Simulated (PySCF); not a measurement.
**Peak assignment**

Geometry:
```csv
atom,x (Å),y (Å),z (Å)
F1,3.291,-1.287,0.032
Si2,1.771,-1.728,0.390
Si3,0.469,-0.090,-0.575
Si4,0.769,2.153,-0.052
O5,-1.039,-0.526,-0.102
Si6,-2.640,-0.385,0.054
H7,1.804,-1.805,1.853
H8,1.721,-3.105,-0.106
H9,0.433,-0.253,-2.049
H10,0.784,2.410,1.396
H11,-0.270,3.041,-0.595
H12,2.049,2.647,-0.570
H13,-3.197,-0.028,-1.248
H14,-3.071,-1.703,0.511
H15,-2.879,0.668,1.039
```

Calculated, not measured (PySCF): NMR shieldings at PBE0/pcSseg-1/GIAO, coordinates at the GFN2-xTB level. Equivalent nuclei averaged, in vacuum, no relativistic terms, one computed conformer.

Scale: TMS for ¹H (reference shieldings calculated alike).

**Question.** Assign these signals to the numbered atoms. ¹H NMR (500 MHz, computed): δ 6.19 (m, 1H), 5.82 (m, 1H), 5.69 (m, 1H), 4.94 (s, 3H), 3.68 (d, 3H).

**Answer.** 
```tsv
δ (ppm)	atoms	environment	reason
6.19	H9	hydrogen on a silicon bonded to O, 2 Si	–
5.82	H8	hydrogen on a silicon bonded to F, Si	–
5.69	H7	hydrogen on a silicon bonded to F, Si	–
4.94	H13/H14/H15	hydrogen on a silicon bonded to O	–
3.68	H10/H11/H12	hydrogen on a silicon bonded to Si	–
```

Multiplicities follow the n + 1 count of equivalent neighbours, as no J values were calculated; m marks all less simple cases, F and P coupling included.
